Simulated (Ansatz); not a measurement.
Which isomer of Cl2GeH4OSi gives these data?

These gas-phase data were calculated for one isomer of Cl2GeH4OSi at B3LYP/6-31G* (harmonic, unscaled wavenumbers; equilibrium rotational constants with average atomic masses):

| Property | Result |
| --- | --- |
| rotational constants | 2.052, 0.8509, 0.6738 GHz |
| all wavenumbers above 1500 cm⁻¹ | 2346, 2166, 2157, 2139 |

Candidates:

(1) `Cl[SiH](Cl)[O][GeH3]`, a singlet
(2) `[SiH3][O][GeH]([Cl])[Cl]`, a singlet

Question: Assign the data to one candidate and say why.

Answer: Candidate (1). 3 modes lie between 1900 and 2250 cm⁻¹, one for each Ge–H bond, while (2) has 1.

The same quantities for all candidates:

```tsv
	rotational constants (GHz)	wavenumbers above 1500 cm⁻¹	E above the lowest, B3LYP/6-31G* (kcal/mol)
(1)	2.052, 0.8509, 0.6738	2346, 2166, 2157, 2139	0.0
(2)	1.789, 1.246, 0.8986	2281, 2269, 2262, 2190	10.9
```

Each candidate is one conformer. Programs: Ansatz 0.2.0.
